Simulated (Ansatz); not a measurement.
C₆H₁₂O (`OC1CCCCC1`), relaxed with RKS PBE0-D4/def2-TZVP in Ansatz 0.2.0 from a GFN2-xTB geometry. The force threshold is 0.005 eV/Å; the program also tests the step.

The species carries charge 0 and has multiplicity 1.

Start:

```xyz
19

O    -0.857   -1.766   -0.783
C     0.371   -1.068   -0.750
C     0.832   -0.994    0.707
C    -0.101   -0.113    1.531
C    -0.188    1.287    0.932
C    -0.689    1.206   -0.506
C     0.249    0.341   -1.344
H    -1.211   -1.726   -1.677
H     1.122   -1.633   -1.333
H     1.847   -0.594    0.732
H     0.847   -2.004    1.117
H     0.258   -0.062    2.561
H    -1.093   -0.567    1.536
H     0.799    1.755    0.949
H    -0.864    1.905    1.527
H    -0.758    2.204   -0.942
H    -1.687    0.762   -0.512
H    -0.119    0.274   -2.372
H     1.242    0.793   -1.373
```

| step | energy (eV) | largest force (eV/Å) | largest move (Å) |
| --- | --- | --- | --- |
| 1 | -8458.8185 | 0.580 | 0.000 |
| 2 | -8458.8368 | 0.174 | 0.037 |
| 3 | -8458.8399 | 0.060 | 0.015 |
| 4 | -8458.8401 | 0.018 | 0.009 |
| 5 | -8458.8402 | 0.040 | 0.010 |
| 6 | -8458.8402 | 0.009 | 0.004 |
| 7 | -8458.8402 | 0.003 | 0.006 |

End:

```xyz
19

O    -0.858   -1.767   -0.782
C     0.376   -1.063   -0.753
C     0.816   -1.001    0.699
C    -0.094   -0.113    1.536
C    -0.204    1.283    0.938
C    -0.678    1.221   -0.508
C     0.236    0.335   -1.344
H    -1.179   -1.776   -1.687
H     1.128   -1.622   -1.329
H     1.841   -0.613    0.727
H     0.846   -2.017    1.103
H     0.281   -0.060    2.563
H    -1.089   -0.567    1.585
H     0.777    1.774    0.976
H    -0.884    1.900    1.533
H    -0.724    2.224   -0.941
H    -1.695    0.817   -0.536
H    -0.131    0.262   -2.375
H     1.235    0.783   -1.405
```

It took 20 s on 2 threads of an AMD EPYC 7R13 on a shared host and a share of an NVIDIA H100 80 GB, with 0.91 GiB of host memory at the peak.
